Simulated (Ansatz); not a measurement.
Total energies of Si7PH16⁺, a doped cluster cut from the lattice of silicon (P on a surface site) from Ansatz at BHLYP-D4/def2-TZVP, gas phase (1 Eh = 27.2114 eV = 2625.5 kJ/mol). The reference geometry is relaxed at PBE0-D4/def2-SVP.

```xyz
24

Si   -1.237    1.508   -1.610
Si   -0.634   -2.405    0.114
Si   -0.411    0.889    2.332
Si    2.336   -0.070   -0.859
P    -1.419    2.071    0.623
Si   -0.939   -1.400    2.216
Si    1.014    1.281   -2.255
Si    1.569   -2.280   -0.682
H    -1.942    2.671   -2.224
H    -2.087    0.288   -1.666
H    -1.051   -3.831    0.284
H    -1.574   -1.735   -0.838
H    -0.992    1.599    3.509
H     1.014    1.269    2.139
H     2.369    0.583    0.487
H     3.710   -0.037   -1.448
H    -2.801    2.153    0.923
H    -1.017    3.423    0.753
H    -2.366   -1.473    2.654
H    -0.049   -1.995    3.258
H     0.905    0.725   -3.637
H     1.528    2.684   -2.302
H     1.613   -2.910   -2.036
H     2.462   -3.011    0.265
```

```
           state   geometry  energy (Eh)
charge 1 singlet  reference  -2377.30666
charge 2 doublet  reference  -2376.83383
charge 0 doublet  reference  -2377.42921
```

Task: Work out the vertical ionisation energy to the doublet.

Result: E(charge 2 doublet) − E(charge 1 singlet) = -2376.83383 − (-2377.30666) = 0.47283 Eh = 12.87 eV. For comparison, −ε of the highest occupied level is 12.15 eV at this level, 0.72 eV less.

Task: Work out the vertical electron affinity, to the doublet.

Result: E(charge 1 singlet) − E(charge 0 doublet) = -2377.30666 − (-2377.42921) = 0.12255 Eh = 3.33 eV.

Task: Give the fundamental gap IE − EA, the Mulliken electronegativity (IE + EA)/2 and the hardness (IE − EA)/2.

Result: From the values in Eh: IE − EA = 0.47283 − 0.12255 = 0.35028 Eh = 9.53 eV; (IE + EA)/2 = 8.10 eV; (IE − EA)/2 = 4.77 eV. The HOMO–LUMO gap of the same run is 8.17 eV, 1.36 eV smaller than the fundamental gap.
